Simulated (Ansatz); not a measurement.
Input file for Ansatz (a quantum-chemistry and plane-wave program): R-CCSD(T)/cc-pVTZ on C2H3B (SMILES BC#C), a point of a bond scan (R = 1.189 Å).

Ansatz 0.2 input:
```yaml
crystal:
  periodic: [false, false, false]
  atoms:
    - {symbol: B, position_ang: [-1.19336207, -0.05181280, -0.71503351]}
    - {symbol: C, position_ang: [0.09242682, 0.00401294, 0.05537990]}
    - {symbol: C, position_ang: [1.12928729, 0.04903083, 0.67664147]}
    - {symbol: H, position_ang: [2.04113857, 0.08862114, 1.22300057]}
    - {symbol: H, position_ang: [-1.95463786, 0.86080340, -0.66658092]}
    - {symbol: H, position_ang: [-1.44997504, -1.00862318, -1.37338029]}
basis:
  gaussian:
    orbitals: cc-pVTZ
    pivot_positions_ang: [[-1.19336207, -0.05181280, -0.71503351], [0.09242682, 0.00401294, 0.05537990], [1.12928729, 0.04903083, 0.67664147], [2.04113857, 0.08862114, 1.22300057], [-1.95463786, 0.86080340, -0.66658092], [-1.44997504, -1.00862318, -1.37338029]]
magnetization: {spin_polarized: false}
correlation: {method: ccsd_t, electrons: outside_noble_gas}
scf: {lower_state_search: off}
output: {orbitals: {seedname: ./end}}
```

Q: Give the final energy of this run.

A: -102.5676 hartree (reference determinant -102.1250, T1 diagnostic 0.014).
